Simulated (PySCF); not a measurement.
C2H7BrGe. Atoms are numbered in the order given.

```xyz
11

Ge     0.7776     0.3284     0.0000
C      1.5066    -0.4759     1.6314
C      1.5066    -0.4759    -1.6314
Br    -1.5368    -0.0823     0.0000
H      0.9328     1.8748     0.0000
H      2.5984    -0.2901     1.6856
H      1.0214    -0.0379     2.5242
H      1.3255    -1.5679     1.6244
H      1.0214    -0.0379    -2.5242
H      2.5984    -0.2901    -1.6856
H      1.3255    -1.5679    -1.6244
```
Charge 0, spin multiplicity 1.

The structure is a stationary point at PBE-D3(BJ)/def2-SVP.

The numbers are results of PySCF with ωB97X/def2-TZVP, not measurements.

ESP charges are fitted to the potential on shells at 1.4 to 2.0 van der Waals radii. Atomic charges (e):

```json
[
 {"atom": "Ge1", "ESP fit": "0.62", "Mulliken": "0.40"},
 {"atom": "C2", "ESP fit": "…", "Mulliken": "-0.48"},
 {"atom": "C3", "ESP fit": "…", "Mulliken": "-0.48"},
 {"atom": "Br4", "ESP fit": "-0.28", "Mulliken": "-0.33"},
 {"atom": "H5", "ESP fit": "…", "Mulliken": "0.02"},
 {"atom": "H6", "ESP fit": "…", "Mulliken": "0.14"},
 {"atom": "H7", "ESP fit": "…", "Mulliken": "0.15"},
 {"atom": "H8", "ESP fit": "…", "Mulliken": "0.14"},
 {"atom": "H9", "ESP fit": "…", "Mulliken": "0.15"},
 {"atom": "H10", "ESP fit": "…", "Mulliken": "0.14"},
 {"atom": "H11", "ESP fit": "…", "Mulliken": "0.14"}
]
```

Q: Complete the blanks. (The exact figures need the calculation; the answer reports its results.)

A: 
- C2, ESP fit: -0.67
- C3, ESP fit: -0.67
- H5, ESP fit: -0.10
- H6, ESP fit: 0.19
- H7, ESP fit: 0.17
- H8, ESP fit: 0.19
- H9, ESP fit: 0.17
- H10, ESP fit: 0.19
- H11, ESP fit: 0.19
